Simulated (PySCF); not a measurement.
Isotope clusters of molecular radical cations, worked from isotope masses and abundances (centroid m/z, relative intensity):

1. 118.0267 (100.0), 119.0279 (10.3), 120.0233 (8.2), 121.0247 (0.6)
2. 172.0514 (100.0), 173.0534 (13.8), 174.0498 (4.1), 175.0522 (0.3)
3. 166.0600 (100.0), 167.0634 (7.7), 168.0657 (0.5)
4. 178.0374 (100.0), 179.0391 (11.7), 180.0355 (4.1)

Lines and terms under 0.3 % are left out. Candidates, as SMILES:
A. `C1C=C(C(F)F)[Si@H](C2CC2)C=1`
B. `CSC1C[SiH2]C1`
C. `COC1=C(F)P(C[SiH3])CC1`
D. `C[C@@]1(C(=O)F)CC[C@@H](F)[C@H]1F`

Question: Match clusters and compounds, and give each formula.

Answer: 
1 = B, C4H10SSi, monoisotopic mass of the neutral 118.0272 u; relative to that species, one 29Si gives 5.1 % at +1, one 13C gives 4.3 % at +1, one 33S gives 0.8 % at +1, one 34S gives 4.5 % at +2 and one 30Si gives 3.3 % at +2.
2 = A, C8H10F2Si, monoisotopic mass of the neutral 172.0520 u; relative to that species, one 13C gives 8.7 % at +1, one 29Si gives 5.1 % at +1 and one 30Si gives 3.3 % at +2.
3 = D, C7H9F3O, monoisotopic mass of the neutral 166.0605 u; relative to that species, one 13C gives 7.6 % at +1.
4 = C, C6H12FOPSi, monoisotopic mass of the neutral 178.0379 u; relative to that species, one 13C gives 6.5 % at +1, one 29Si gives 5.1 % at +1 and one 30Si gives 3.3 % at +2.

Question: What is the mean mass of the whole cluster 4, and how does it compare with the molar mass?

Answer: 178.216 u over all lines, faint ones too (the ion lacks one electron, 0.0005 u); standard atomic weights give 178.218 g/mol for C6H12FOPSi.

Question: Give the exact less the nominal mass of each, in mDa.

Answer: C8H10F2Si +52.0, C4H10SSi +27.2, C6H12FOPSi +37.9, C7H9F3O +60.5 (neutral, monoisotopic).

Abundances used (%; other tables differ somewhat): 12C 98.93, 13C 1.07; 32S 94.93, 33S 0.76, 34S 4.29, 36S 0.02; 28Si 92.2297, 29Si 4.6832, 30Si 3.0872; 1H 99.9885, 2H 0.0115; 16O 99.757, 17O 0.038, 18O 0.205.

A cluster can't tell isomers apart.

Masses and patterns are calculated from tabulated isotope masses and abundances.
